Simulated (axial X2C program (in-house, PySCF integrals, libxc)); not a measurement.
**What spin–orbit coupling does to MoSn**

Calculated with an in-house relativistic program for diatomic molecules. Spin-free means the one-electron spin-free X2C Hamiltonian; two-component (2c) means X2C with spin–orbit coupling and atomic mean-field two-electron Coulomb and Gaunt terms, so the difference of the two also holds small scalar two-electron terms. Basis: Sn dyall-cv3z [11s12p9d4f1g], Mo dyall-cv3z [11s12p9d5f3g] (cores contracted in-house); Gaussian nuclei, density fitting, unrestricted open shells. Masses: Sn 119.902 u, Mo 97.905 u.

Spin-free state: M_S = 2, Λ = 1 (beyond evenly filled blocks: σα, π+α, π+β, π-α, δ+α, δ-α); fragments Sn + Mo.

```
  level  Re (Å)  ωe (cm⁻¹)  De (eV)  μ (D)
   PBE0   2.719      167.1    1.427   2.12
     HF   3.179       75.8    0.123   1.03
   CCSD   2.790      155.7    1.115    n/a
CCSD(T)   2.761      163.0    1.255    n/a
r2SCAN0   2.750      161.4    1.197   2.25
```

Correlated methods: 10 electrons correlated (number of frozen shells: Sn 4 s, 3 p, 2 d; Mo 4 s, 3 p, 1 d), 354 virtual spin orbitals or spinors in MP2, 90 natural virtuals in coupled cluster.

Dipoles are positive if Mo is the positive end.

Two-component determinant lowest at the distance of the search:

Ω = 3 (⟨Sz⟩ = 2.07, ⟨Lz⟩ = 0.93 at HF); fragments Sn + Mo.

| level | Re (Å) | ωe (cm⁻¹) | μ (D) |
| --- | --- | --- | --- |
| PBE0 | 2.724 | 164.9 | 2.07 |
| HF | 3.184 | 74.1 | 1.09 |
| CCSD | 2.796 | 153.4 | n/a |
| CCSD(T) | 2.769 | 160.6 | n/a |
| r2SCAN0 | 2.754 | 159.4 | 2.19 |

From the two tables, how do the constants change at the CCSD(T) level (2c against spin-free)?

At the CCSD(T) level Re goes up by 0.008 Å and ωe falls by 2.4 cm⁻¹.

Occupations by symmetry block were frozen at the best pattern of an incomplete PBE0 search. Dissociation energies refer to the lowest single-determinant-based atoms at the same level and basis. De is not given where an atomic determinant may have missed its ground term or J level, or where the truncated virtual space spoils (T). Density functionals use the spin component along the axis (collinear). CCSD and (T) use frozen natural virtuals with an MP2 correction for the truncation; (T) itself is uncorrected, so its De runs slightly low. Other states lie close and PBE0, whose exact exchange favours high spin, may order them wrongly; the determinant shown need not be the ground state. The nearest other spin-free determinant of the search, M_S = 2, Λ = 0, lies 0.33 eV up at the distance of the search. The functionals have no current-density term, which raises determinants with orbital currents, atoms included. With several unpaired electrons one determinant need not be a pure state. Open-shell Ω = 0 determinants with evenly filled partner blocks cannot be reached by this program, so the Ω shown need not be the lowest component. The determinant is spin-polarised beyond a pure state at some levels (its spin-free form has ⟨S²⟩ too high), which makes Re and μ there less reliable. The T1 diagnostic is large, a sign of multireference character. With the outer-core shells frozen, correlated bond lengths of heavy atoms tend to come out a few hundredths of an ångström too long.
